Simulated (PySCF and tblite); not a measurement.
Results of a calculation; reference values are marked as such.
System: C6H9N3, numbered as in [CH3:1][N:2]([CH3:3])[c:4]1[cH:5][n:6][cH:7][n:8][cH:9]1.

Motion: rotation about the C4–N2 bond (torsion C5–C4–N2–C1 from -10° to 190°, rising). GFN2-xTB gives an electronic barrier of 7.6 kcal/mol.

(1) What does revPBE/pcSseg-1 + D3(BJ), IEF-PCM benzene give on GFN2-xTB geometries?

Programs: tblite and PySCF.

Results:

(1) A barrier of 6.9 kcal/mol, 0.7 below the tight-binding barrier (from unrounded values) and, with GFN2-xTB thermal terms, ΔG‡(298 K) = 7.5 kcal/mol and k = 4.2×10⁷ s⁻¹ (2 equivalent paths).
